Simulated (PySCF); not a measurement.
Sn: electron affinity

Sn⁻ [Kr] 4d10 5s2 5p3 (4S) → Sn [Kr] 4d10 5s2 5p2 (3P), as a difference of total energies. Calculation: PySCF 2.14, in aug-cc-pVQZ-PP with one added diffuse shell each of s, p, d, f, g type with ECP28MDF (8s8p6d4f3g, 117 functions); a scalar-relativistic core potential. Correlated levels: valence: 4s2 4p6 4d10 frozen. The calculations carry no spin-orbit coupling.

```
           method  electron affinity (eV)
              UHF                   0.954
              LDA                   1.551
              PBE                   1.424
             PBE0                   1.413
           r2SCAN                   1.512
        CAM-B3LYP                   1.281
          wB97M-V                   1.269
    MP2 (valence)                   1.381
SCS-MP2 (valence)                   1.238
```

How much does correlation contribute at MP2 (valence)?

1.381 − (0.954) = 0.427 eV, measured against UHF.

The reference lies between the lowest fine-structure levels, while these numbers refer to the centres of the terms.

Errors of the correlated levels include the incompleteness of this basis and the frozen core.

In the anion the highest occupied orbital energy is positive at LDA, PBE, PBE0, r2SCAN, a self-interaction effect; the basis confines that electron, and the energy difference can still be sensible.

For comparison: 1.112 eV (measured; photodetachment measurements, as compiled on the Wikipedia data page of electron affinities).
